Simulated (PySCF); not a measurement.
Te²⁺ (tellurium, charge +2) across methods

[Kr] 4d10 5s1 5p2 5d1, one real determinant (an excited configuration). Computed with PySCF 2.14 in x2c-TZVPPall with one added diffuse shell each of s, p, d, f type (9s7p5d3f, 76 functions), with the spin-free X2C one-electron Hamiltonian (Gaussian nucleus).

| method | E (hartree) | mean ε 5s α (eV) | mean ε 5p α (eV) | mean ε 5d α (eV) | Σ⟨r²⟩ (bohr²) | ⟨S²⟩ |
| --- | --- | --- | --- | --- | --- | --- |
| LC-wPBE | -6791.43 | -41.728 | -30.007 | -15.370 | 47.13 | 6.001 |
| r2SCAN | -6791.94 | -37.240 | -26.257 | -12.997 | 47.74 | 6.002 |
| PBE | -6791.48 | -36.593 | -25.800 | -13.001 | 47.51 | 6.001 |
| LDA | -6785.54 | -36.841 | -25.891 | -12.893 | 47.28 | 6.001 |
| HSE06 | -6791.49 | -38.035 | -26.737 | -13.182 | 47.72 | 6.001 |
| TPSSh | -6791.65 | -37.386 | -26.400 | -13.206 | 47.58 | 6.001 |
| wB97M-V | -6791.46 | -41.080 | -29.390 | -14.994 | 47.56 | 6.001 |
| UHF | -6789.18806 | -43.502 | -30.770 | -14.763 | 49.08 | 6.002 |
| PBE0 | -6791.57 | -38.499 | -27.187 | -13.562 | 47.64 | 6.001 |

⟨L²⟩ = 7.90 against 12 for a pure F term, so this real determinant mixes terms. The outer electron is Rydberg-like, and this basis confines it to a smaller radius and binds it less than a complete one would.
